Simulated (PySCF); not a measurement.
**How methods differ on the electron affinity of Tl**

Tl⁻ [Xe] 4f14 5d10 6s2 6p2 (3P) → Tl [Xe] 4f14 5d10 6s2 6p1 (2P), as a difference of total energies. Calculation: PySCF 2.14, in x2c-TZVPPall with one added diffuse shell each of s, p, d, f type (12s8p7d4f, 99 functions); the spin-free X2C one-electron Hamiltonian (Gaussian nucleus). Correlated levels: valence: [Xe] 4f14 5d10 frozen; valence and next inner shell: [Kr] 4d10 4f14 frozen. The calculations carry no spin-orbit coupling.

```csv
method,electron affinity (eV)
UHF,-0.008
LDA,0.590
PBE,0.467
PBE0,0.410
r2SCAN,0.471
r2SCANh,0.463
wB97X,0.112
HSE06,0.449
MP2 (valence),0.242
SCS-MP2 (valence),0.154
MP2 (valence and next inner shell),0.291
SCS-MP2 (valence and next inner shell),0.168
```

Spin-orbit coupling is strong in these open shells (close to jj coupling). The scalar numbers leave it out and a first-order estimate fails, so it can dominate the gap to the real levels.

Errors of the correlated levels include the incompleteness of this basis and the frozen core.

A negative affinity means that the anion lies above the atom at that level of theory.

In the anion the highest occupied orbital energy is positive at LDA, PBE, PBE0, r2SCAN, r2SCANh, HSE06, a self-interaction effect; the basis confines that electron, and the energy difference can still be sensible.

For comparison: 0.320 eV (measured; photodetachment measurements, as compiled on the Wikipedia data page of electron affinities).
